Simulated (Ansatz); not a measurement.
Computed with Ansatz on PBE0-D4/def2-TZVP structures; ΔE is electronic, products minus reactants. CCSD(T)/CBS adds triple-zeta CCSD(T) − MP2 to the extrapolated MP2 energy (def2 sets, frozen cores). DFT in def2-TZVPP. One conformer a species, not always the lowest.

`NC[SiH2]O` + `OC[SiH2]S` → `OC[SiH2][SiH2]O` + `NCS`  (formal exchange of groups at the Si–C bond)

`NC[SiH2]O`:

Z-matrix (Å, degrees):
```
C
Si 1 1.883
N 1 1.468 2 106.3
H 1 1.095 2 107.0 3 -115.4
H 1 1.099 2 113.3 3 127.2
O 2 1.646 1 106.4 3 47.0
H 2 1.485 1 112.7 3 166.2
H 2 1.493 1 108.9 3 -73.1
H 3 1.012 1 111.5 2 -167.9
H 3 1.013 1 110.6 2 73.3
H 6 0.965 2 110.3 1 -27.5
```

`OC[SiH2]S`:

Cartesian coordinates in Å:
```
O -0.018 -1.452 -0.681
C -0.724 -0.223 -0.597
Si 0.001 0.741 0.852
S 2.090 1.041 0.540
H -0.335 -1.944 -1.442
H -0.618 0.374 -1.513
H -1.799 -0.382 -0.426
H -0.269 0.006 2.114
H -0.612 2.093 0.922
H 2.283 -0.254 0.232
```

`OC[SiH2][SiH2]O`:

Cartesian coordinates in Å:
```
O 1.243 1.399 2.087
C 0.254 1.096 1.118
Si 0.572 -0.637 0.427
Si -0.991 -1.116 -1.259
O -0.852 -0.075 -2.541
H 1.071 2.277 2.438
H -0.759 1.120 1.544
H 0.265 1.813 0.284
H 0.473 -1.651 1.514
H 1.947 -0.698 -0.148
H -2.381 -0.937 -0.767
H -0.831 -2.535 -1.696
H -0.011 -0.057 -3.000
```

`NCS`:

Z-matrix (Å, degrees):
```
C
S 1 1.811
N 1 1.444 2 112.7
H 1 1.097 2 107.3 3 -128.3
H 1 1.092 2 104.7 3 117.9
H 2 1.342 1 96.7 3 83.9
H 3 1.012 1 111.0 2 -65.0
H 3 1.014 1 110.4 2 175.5
```

Task: Is it downhill or uphill in electronic energy at CCSD(T)/CBS, and by how much? (An estimate is asked.)

Result: Ansatz gave: Uphill: ΔE = +118.5 kJ/mol.

Task: What do these levels give: r2SCAN-D4, PBE0-D4, r2SCAN0-D4, PBE0, r2SCAN0, LC-ωPBE? (Best estimate.)

Result: The calculation gave: r2SCAN-D4 116.8, PBE0-D4 110.6, r2SCAN0-D4 119.9, PBE0 109.2, r2SCAN0 119.6, LC-ωPBE 116.4 kJ/mol.

Largest T1 diagnostic among the species: 0.012.

Leaving LDA and LC-ωPBE aside and taking each functional with its dispersion term where it has one, the values, not all of them listed here, spread over 20.4 kJ/mol, from PBE-D4 to ωB97M-V. LDA lies +8.8 kJ/mol from PBE without D4. From BLYP to BHLYP (50 % exact exchange), in def2-TZVPP and without D4, ΔE moves by +14.4 kJ/mol. The D4 term adds +3.1 kJ/mol with B3LYP and +1.4 kJ/mol with PBE0; it sums over pairs of atoms, weighted by their polarisabilities, and B3LYP, whose exchange is more repulsive, gets the larger term.

B3LYP here is the variant with VWN-RPA as its local correlation; programs differ in this.
